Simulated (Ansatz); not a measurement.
One change: `NB(Cl)OC=S` becomes `NB(Cl)O[SiH3]`.

Ansatz, PBE0-D4/def2-TZVP geometries, multiplicity 1. Each molecule was computed in one conformer, which needn't be the lowest.

```csv
property,`NB(Cl)OC=S`
LUMO energy (B3LYP/def2-TZVPP) / eV,-2.03
HOMO energy (PBE0/def2-TZVPP) / eV,-6.72
HOMO energy (B3LYP/def2-TZVPP) / eV,-6.46
HOMO–LUMO gap (PBE/def2-TZVPP) / eV,2.72
HOMO–LUMO gap (B3LYP/def2-TZVPP) / eV,4.43
size of the dipole moment (B3LYP/def2-TZVPP) / D,3.73
```

(1) Give the same properties after the change, and the shifts. (Estimate.)

Answers

(1) Computed: 
```
                                        property  `NB(Cl)O[SiH3]`  shift
             LUMO energy (B3LYP/def2-TZVPP) / eV            -0.21   1.82
              HOMO energy (PBE0/def2-TZVPP) / eV            -8.20  -1.48
             HOMO energy (B3LYP/def2-TZVPP) / eV            -7.94  -1.48
             HOMO–LUMO gap (PBE/def2-TZVPP) / eV             5.93   3.21
           HOMO–LUMO gap (B3LYP/def2-TZVPP) / eV             7.72   3.29
size of the dipole moment (B3LYP/def2-TZVPP) / D             2.87  -0.86
```

With PBE0 the HOMO falls by 1.48 eV and the LUMO rises by 1.85 eV, so the gap widens by about 3.33 eV. PBE moves the HOMO by -1.31 eV and ωB97M-V by -1.60 eV. The zero-point energy changes by 20.9 kJ/mol with +3 modes. Dipoles are sizes alone; their direction can turn.

B3LYP here is the variant with VWN-RPA as its local correlation; programs differ in this.
